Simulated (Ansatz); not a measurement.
Mulliken charges of CH3BrFGaO, SMILES `[OH][Ga]([F])[CH2]Br` from ωB97M-V/def2-TZVPP in Ansatz (PBE0-D4/def2-TZVP geometry).

```json
{"atom": "O1", "x (Å)": "-0.132", "y (Å)": "1.205", "z (Å)": "1.803", "charge (e)": "-0.388"}
{"atom": "Ga2", "x (Å)": "0.438", "y (Å)": "-0.137", "z (Å)": "0.804", "charge (e)": "0.736"}
{"atom": "F3", "x (Å)": "1.551", "y (Å)": "-1.200", "z (Å)": "1.634", "charge (e)": "-0.382"}
{"atom": "C4", "x (Å)": "-0.039", "y (Å)": "-0.525", "z (Å)": "-1.056", "charge (e)": "-0.396"}
{"atom": "Br5", "x (Å)": "-1.284", "y (Å)": "0.818", "z (Å)": "-1.709", "charge (e)": "-0.093"}
{"atom": "H6", "x (Å)": "-0.743", "y (Å)": "1.780", "z (Å)": "1.335", "charge (e)": "0.176"}
{"atom": "H7", "x (Å)": "0.830", "y (Å)": "-0.505", "z (Å)": "-1.711", "charge (e)": "0.174"}
{"atom": "H8", "x (Å)": "-0.528", "y (Å)": "-1.493", "z (Å)": "-1.156", "charge (e)": "0.174"}
```

Problem. By hand: the dipole of these point charges (1 e Å = 4.8032 D).

Solution. Σ q r = (-0.162, -0.013, -0.419) e Å, of length 0.449 e Å = 2.16 D.

Problem. How does the dipole of the full density compare? (Estimate.)

Solution. Computed: (-0.184, -0.022, -0.491) e Å, 2.52 D; the point charges give 0.86 times that, at 1° from its direction.

Point charges leave out the atoms' own dipoles, such as those of lone pairs, and Mulliken's split depends on the basis, so the close match here is no proof of good charges.
